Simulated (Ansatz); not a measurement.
The first iterations of a band of AlH₃OS₂ (7 atoms, charge 0, multiplicity 1).

Computed with RKS r2SCANh-D4/def2-SVP in Ansatz 0.2.0.

```
movable images  : 6
climbing image  : no
spring          : 5.0 eV/Å²
optimiser       : quadratic models (default)
start path      : through a guess of the saddle point
force threshold : 0.03 eV/Å
iteration limit : 60
end points      : relaxed
```

First end point:

```xyz
7
Properties=species:S:1:pos:R:3
O -1.981 0.194 0.458
Al -0.336 0.028 0.125
S 0.965 0.003 1.871
S 0.376 -0.145 -1.935
H -2.743 0.237 -0.118
H 2.098 -0.155 1.156
H 1.681 -0.232 -1.603
```

Last end point:

```xyz
7
Properties=species:S:1:pos:R:3
O -1.748 0.159 0.272
Al -0.068 0.012 0.249
S 0.930 0.017 2.179
S 1.137 -0.177 -1.566
H -2.418 0.197 -0.407
H 2.153 -0.132 1.627
H 0.075 -0.143 -2.399
```

| iteration | highest image above the first end (eV) | largest band force component (eV/Å) |
| --- | --- | --- |
| 1 | 14.564 | 49.029 |
| 2 | 2.390 | 10.249 |
| 3 | 0.978 | 5.733 |
| 4 | 0.467 | 2.180 |
| 5 | 0.318 | 0.942 |

Problem. Does the band converge within its limit, and where does its top end?

Solution. It converged. It ended after 17 iterations with the highest image 0.096 eV above the first end. No image climbed, so the highest image needn't sit at the top of the path.

Time of the run: 2.3 min on 2 threads of Intel(R) Xeon(R) 6975P-C (Granite Rapids) (shared host), peak memory 0.2 GiB.
